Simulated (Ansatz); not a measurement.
Geometry optimisation, RKS B3LYP/def2-SVP (Ansatz).

input.yaml

```yaml
crystal:
  periodic: [false, false, false]
  atoms:
    - { symbol: "N", position_ang: [-0.5587, 1.0632, -1.1619] }
    - { symbol: Ge, position_ang: [0.5676, -0.141, -0.4441] }
    - { symbol: C, position_ang: [-0.1189, -0.7142, 1.2517] }
    - { symbol: S, position_ang: [0.7251, -1.6685, 2.0246] }
    - { symbol: H, position_ang: [-1.5394, 0.6371, -1.2419] }
    - { symbol: H, position_ang: [-0.6932, 1.8991, -0.4803] }
    - { symbol: H, position_ang: [-0.74795, -1.16849, 0.48618] }
    - { symbol: H, position_ang: [2.0052, 0.5301, -0.2728] }
    - { symbol: H, position_ang: [-1.0112, -0.2958, 1.6954] }
basis:
  gaussian: { orbitals: def2-SVP }
hamiltonian:
  xc: b3lyp
relax:
  f_tol: 0.02
  max_steps: 50
```

Run as:

```bash
$ ansatz run input.yaml --threads 2 --pin off --max-ram 3072MiB --backend cpu --events-out ev --progress --plain --runs-dir out
```

Q: Where does it end, and by what steps?

A: The run converged. The force dipped under the threshold on the way, but the program's further checks kept it going. After 34 steps the energy has fallen by 4.650 eV; H7 moved furthest, 1.73 Å. Parted: C3–H7 (1.09 → 2.88 Å).

```
step  energy less start (eV)  largest force component (eV/Å)  accepted
   0                  0.0000                           7.671       yes
   2                 -2.0650                           1.352       yes
   4                 -2.5965                           0.822       yes
   6                 -3.0842                           1.882       yes
   8                 -3.9011                           0.994       yes
  10                 -4.4105                           0.410       yes
  12                 -4.5726                           0.348       yes
  14                 -4.6277                           0.194       yes
  16                 -4.6459                           0.046       yes
  18                 -4.6468                           0.017       yes
  20                 -4.6474                           0.047       yes
  22                 -4.6480                           0.070       yes
  24                 -4.6487                           0.078       yes
  26                 -4.6491                           0.088       yes
  28                 -4.6484                           0.237        no
  30                 -4.6496                           0.025       yes
  32                 -4.6498                           0.060       yes
  34                 -4.6499                           0.012       yes
```

```xyz
9
Properties=species:S:1:pos:R:3
N -0.591 1.191 -0.963
Ge 0.221 -0.339 -0.316
C -0.172 -0.698 1.600
S 0.917 -0.557 2.797
H -1.607 1.146 -1.022
H -0.334 2.048 -0.474
H -0.336 -1.506 -1.162
H 1.742 -0.164 -0.453
H -1.211 -0.980 1.850
```

Run time: 92 s on 2 threads of Arm Neoverse V2, with other jobs on the host, peak memory 0.24 GiB.
